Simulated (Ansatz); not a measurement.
Geometry optimisation, Ansatz, RHF/def2-SVP.

input.yaml

```yaml
crystal:
  periodic: [false, false, false]
  atoms:
    - { symbol: Sn, position_ang: [0.0, 0.0, 0.0] }
    - { symbol: C, position_ang: [0.0, 0.0, 2.5] }
    - { symbol: H, position_ang: [-0.9996, -0.3092, 2.8705] }
    - { symbol: H, position_ang: [0.7676, -0.7111, 2.8705] }
    - { symbol: H, position_ang: [0.232, 1.0203, 2.8705] }
    - { symbol: Cl, position_ang: [2.2726, 0.0, -0.8025] }
    - { symbol: H, position_ang: [-0.8195, 1.4198, -0.5794] }
    - { symbol: H, position_ang: [-0.8195, -1.4198, -0.5794] }
    - { symbol: H, position_ang: [1.3406, 1.3966, 0.6433] }
    - { symbol: H, position_ang: [1.0504, 1.0942, 1.6686] }
basis:
  gaussian: { orbitals: def2-SVP }
hamiltonian:
  xc: hf
relax:
  f_tol: 0.15
  max_steps: 25
  restrain:
    - { distance: [0, 8], at: 1.74, k: 30.0 }
    - { distance: [9, 1], at: 1.11, k: 30.0 }
    - { distance: [0, 1], at: 3.35, k: 30.0 }
    - { distance: [9, 8], at: 1.86, k: 30.0 }
```

Run as:

```bash
$ ansatz run input.yaml --threads 1 --pin off --max-ram 2048MiB --backend cpu --events-out ev --progress --plain --runs-dir out
```

Q: Where does it end, and by what steps?

A: The forces met the threshold. The restraints hold the end off the free minimum. After 18 steps the energy has fallen by 4.495 eV (the restraints' own energy left out); Cl6 moved furthest, 1.77 Å. Joined: C2–H10 (1.73 → 1.10 Å).

```
step  energy less start (eV)  largest force component (eV/Å)  accepted
   0                  0.0000                           5.366       yes
   1                  2.1342                           4.201       yes
   2                  2.3861                           3.441       yes
   3                  0.9617                           4.180       yes
   4                 -1.1562                           2.827       yes
   5                 -2.5395                           1.251       yes
   6                 -3.3205                           0.748       yes
   7                 -3.7882                           0.672       yes
   8                 -4.0966                           0.856       yes
   9                 -4.2703                           0.821       yes
  10                 -4.3448                           0.778       yes
  11                 -4.3914                           0.654       yes
  12                 -4.4003                           0.853        no
  13                 -4.4144                           0.644       yes
  14                 -4.4373                           0.671       yes
  15                 -4.4548                           0.711       yes
  16                 -4.4643                           0.733       yes
  17                 -4.4614                           0.820       yes
  18                 -4.4946                           0.749       yes
```

```xyz
10
Properties=species:S:1:pos:R:3
Sn 0.562 0.195 -0.427
C -0.048 0.312 2.876
H -1.010 0.401 2.368
H 0.229 -0.739 2.950
H -0.146 0.730 3.878
Cl 1.724 0.051 -2.487
H -0.907 0.982 -0.764
H 0.345 -1.406 0.096
H 1.552 1.106 0.652
H 0.725 0.859 2.320
```

Time of the run: 36 s on 1 thread of Arm Neoverse V2 (shared host), peak memory 0.19 GiB.
